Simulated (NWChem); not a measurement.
The numbers come from NWChem runs, not from measurements. System: CH₃O₂ (+1), charge 1, spin multiplicity 1, at a geometry optimised with PBE0/def2-SVP. The structure started from a generated list of species. Level: EOM-CCSD/def2-SVPD, 3 core orbitals frozen.

NWChem printed:

```
             Northwest Computational Chemistry Package (NWChem) 7.3.0
             --------------------------------------------------------

                                NWChem Input Module
                                -------------------

 Scaling coordinates for geometry "geometry" by  1.889725989
 (inverse scale =  0.529177249)

 Turning off AUTOSYM since
 SYMMETRY directive was detected!

                             Geometry "geometry" -> ""
                             -------------------------

 Output coordinates in angstroms (scale by  1.889725989 to convert to a.u.)

  No.       Tag          Charge          X              Y              Z
 ---- ---------------- ---------- -------------- -------------- --------------
    1 O                    8.0000    -0.33343300     1.09583700     0.00000000
    2 C                    6.0000    -0.39085700    -0.15933300     0.00000000
    3 O                    8.0000     0.66414300    -0.85691000     0.00000000
    4 H                    1.0000     0.57507500     1.46911200     0.00000000
    5 H                    1.0000    -1.40091200    -0.60012200     0.00000000
    6 H                    1.0000     0.52529800    -1.82440300     0.00000000

 Effective nuclear repulsion energy (a.u.)      78.5474092401

            Nuclear Dipole moment (a.u.)
            ----------------------------
        X                 Y               Z
 ---------------- ---------------- ----------------
    -0.0000018897     0.0000094486     0.0000000000

      Symmetry information
      --------------------

 Group name             Cs
 Group number              2
 Group order               2
 No. of unique centers     6

      Symmetry unique atoms

     1    2    3    4    5    6


 Summary of "ao basis" -> "" (spherical)
 ------------------------------------------------------------------------------
       Tag                 Description            Shells   Functions and Types
 ---------------- ------------------------------  ------  ---------------------
 *                         def2-svpd                  on all atoms

 Summary of "ao basis" -> "ao basis" (spherical)
 ------------------------------------------------------------------------------
       Tag                 Description            Shells   Functions and Types
 ---------------- ------------------------------  ------  ---------------------
 O                         def2-svpd                 9       23   4s3p2d
[...]
 Iteration   1 using    2 trial vectors
   0.8075826782031   0.4807825898103   13.08277
   0.7034528745364   0.5938322191448   16.15900     0.9     0.9

 Iteration   2 using    4 trial vectors
   0.1616056462244   0.3328182814876    9.05645
   0.1389295361862   0.4368217369336   11.88653     0.8     0.8

 Iteration   3 using    6 trial vectors
   0.0792771053779   0.3233155995074    8.79787
   0.0877944746733   0.4258469254902   11.58789     0.9     0.9

 Iteration   4 using    8 trial vectors
   0.0336692406702   0.3203472302808    8.71710
   0.0536709140461   0.4199151312220   11.42648     1.1     1.1

 Iteration   5 using   10 trial vectors
   0.0161132433668   0.3192558107247    8.68740
   0.0295455797178   0.4161715339663   11.32461     1.1     1.1

 Iteration   6 using   12 trial vectors
   0.0081533856744   0.3191083526131    8.68338
   0.0185875033175   0.4155856712979   11.30867     1.2     1.2

 Iteration   7 using   14 trial vectors
   0.0050078620116   0.3190446972896    8.68165
   0.0146080844251   0.4151894251299   11.29788     1.2     1.2

 Iteration   8 using   16 trial vectors
   0.0028381727327   0.3190630796154    8.68215
   0.0102687902188   0.4150298887649   11.29354     1.2     1.2

 Iteration   9 using   18 trial vectors
   0.0019661988947   0.3190730092422    8.68242
   0.0078180807766   0.4151192894462   11.29598     1.2     1.2

 Iteration  10 using   20 trial vectors
   0.0019920454278   0.3190568327152    8.68198
   0.0090963697773   0.4150012809670   11.29276     1.2     1.2

 Iteration  11 using   22 trial vectors
   0.0023505207592   0.3190560412396    8.68196
   0.2167995730295   0.3866026131196   10.52000     1.1     1.1

 Iteration  12 using   24 trial vectors
   0.0023341652982   0.3190374180128    8.68145
   0.1185642867975   0.3496157921653    9.51353     0.8     0.8

 Iteration  13 using   26 trial vectors
   0.0013842905057   0.3190332512681    8.68134
   0.0561843004050   0.3418329258016    9.30175     0.9     0.9

 Iteration  14 using   28 trial vectors
   0.0006381725782   0.3190390416409    8.68150
   0.0253237408350   0.3402834885882    9.25959     0.9     0.9

 Iteration  15 using   30 trial vectors
   0.0002651640563   0.3190370626516    8.68144
   0.0108839669160   0.3400055358251    9.25203     1.0     1.0

 Iteration  16 using   32 trial vectors
   0.0000998749997   0.3190367982436    8.68144
   0.0042648494140   0.3398960353932    9.24905     0.9     0.9

 Iteration  17 using   34 trial vectors
   0.0000437738815   0.3190369327965    8.68144
   0.0019530517282   0.3398579476762    9.24801     1.0     1.0

 Iteration  18 using   36 trial vectors
   0.0000229767246   0.3190368393618    8.68144
   0.0011155298425   0.3398520893951    9.24785     1.0     1.0

 Iteration  19 using   38 trial vectors
   0.0000125627492   0.3190368199651    8.68144
   0.0006512557143   0.3398501303626    9.24780     1.0     1.0

 Iteration  20 using   40 trial vectors
   0.0000054841928   0.3190368189833    8.68144
   0.0002971013279   0.3398491655996    9.24777     0.9     0.9

 Iteration  21 using   41 trial vectors
   0.0000022331197   0.3190368184955    8.68144
   0.0001204335864   0.3398498415583    9.24779     0.5     0.5

 Iteration  22 using   42 trial vectors
   0.0000010920335   0.3190368272848    8.68144
   0.0000517653519   0.3398501980995    9.24780     0.5     0.5

 Iteration  23 using   43 trial vectors
   0.0000006561136   0.3190368271201    8.68144
   0.0000217599459   0.3398503611601    9.24780     0.6     0.6

 Iteration  24 using   44 trial vectors
   0.0000005276577   0.3190368262893    8.68144
   0.0000096965511   0.3398503708540    9.24780     0.5     0.5
 --------------------------------------------------------------
 Iterations converged
 ------------------

 Excited state root  1
 Excitation energy / hartree =        0.319036826289318
                   / eV      =        8.681437450645525
 largest EOMCCSD amplitudes: R1 and R2

 Singles contributions
    13a"  (alpha) ---    11a'  (alpha)        0.9115676488
    24a"  (alpha) ---    11a'  (alpha)        0.1104416813

 Doubles contributions
 ------------------

 Excited state root  2
 Excitation energy / hartree =        0.339850370854023
                   / eV      =        9.247803056040715
 largest EOMCCSD amplitudes: R1 and R2

 Singles contributions
    13a"  (alpha) ---    10a'  (alpha)       -0.9031468986
    24a"  (alpha) ---    10a'  (alpha)       -0.1106837710

 Doubles contributions

 Task  times  cpu:       53.0s     wall:       53.0s

 Total times  cpu:       53.0s     wall:       53.0s
```

### Question
Write an NWChem input that would produce this output.

### Answer
This is not unique; one that fits is 
```
start mol
memory heap 100 mb stack 700 mb global 1900 mb
charge 1
geometry units angstroms nocenter noautoz
  O     -0.333433     1.095837     0.000000
  C     -0.390857    -0.159333     0.000000
  O      0.664143    -0.856910     0.000000
  H      0.575075     1.469112     0.000000
  H     -1.400912    -0.600122     0.000000
  H      0.525298    -1.824403     0.000000
  symmetry group Cs
end
basis spherical
  * library def2-svpd
end
scf
  rhf
  nopen 0
  maxiter 100
  thresh 1e-7
  semidirect memsize 60000000 filesize 0
end
tce
  freeze core 3
  ccsd
  nroots 2
  2eorb
  2emet 13
  thresh 1e-5
  maxiter 200
  tilesize 24
end
task tce energy
```
